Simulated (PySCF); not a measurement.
SnF4, SMILES [F][Sn]([F])([F])[F]. Coordinates come from a PBE0-D3(BJ)/def2-SVP optimisation. The isomer is the one that the SMILES or the coordinates give; other isomers of the formula were not compared. The def2 effective core potentials stand for the cores of Sn; spin–orbit coupling is left out.

Computed equilibrium geometry at PBE0-D3(BJ)/def2-SVP (PySCF confirms it by a frequency run) as a Z-matrix, and its point group:
point group Td.
```
Sn
F 1 1.9023
F 1 1.9023 2 109.47
F 1 1.9023 2 109.47 3 120.00
F 1 1.9023 2 109.47 3 -120.00
```
Charge 0, spin multiplicity 1.
